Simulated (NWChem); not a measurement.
Species: C4H6; SMILES C#CCC

```xyz
10

C      0.2635    -1.9660     0.0000
C     -0.1565    -0.8298     0.0000
C     -0.6407     0.5462     0.0000
C      0.4772     1.5876     0.0000
H      0.6306    -2.9755     0.0000
H     -1.2910     0.6916     0.8798
H     -1.2910     0.6916    -0.8798
H      0.0569     2.6042     0.0000
H      1.1166     1.4803    -0.8885
H      1.1166     1.4803     0.8885
```
Atoms are numbered in this order, from 1.

Geometry: optimised at PBE0/def2-SVP.

Symmetry labels are those of Cs in the frame above (b1 and b2, or b-type labels, depend on it).

**Question.** List the 4 lowest vertical singlet excitations and the 4 lowest triplet ones from PBE/6-31G* (spherical d), TDA (NWChem).

**Answer.** 
```
state  energy (eV)  oscillator strength  symmetry  leading excitation (squared amplitude)
-----  -----------  -------------------  --------  --------------------------------------
S1            6.75                0.000        a"                      HOMO → LUMO (0.81)
S2            7.01                0.007        a'                    HOMO−1 → LUMO (0.53)
S3            7.06                0.002        a"                  HOMO−1 → LUMO+1 (0.81)
S4            8.38                0.062        a'                  HOMO−1 → LUMO+2 (0.87)
T1            5.42       spin-forbidden        a'                    HOMO−1 → LUMO (0.52)
T2            5.92       spin-forbidden        a"                      HOMO → LUMO (0.58)
T3            5.94       spin-forbidden        a'                    HOMO → LUMO+1 (0.53)
T4            6.78       spin-forbidden        a"                  HOMO−1 → LUMO+1 (0.59)
```
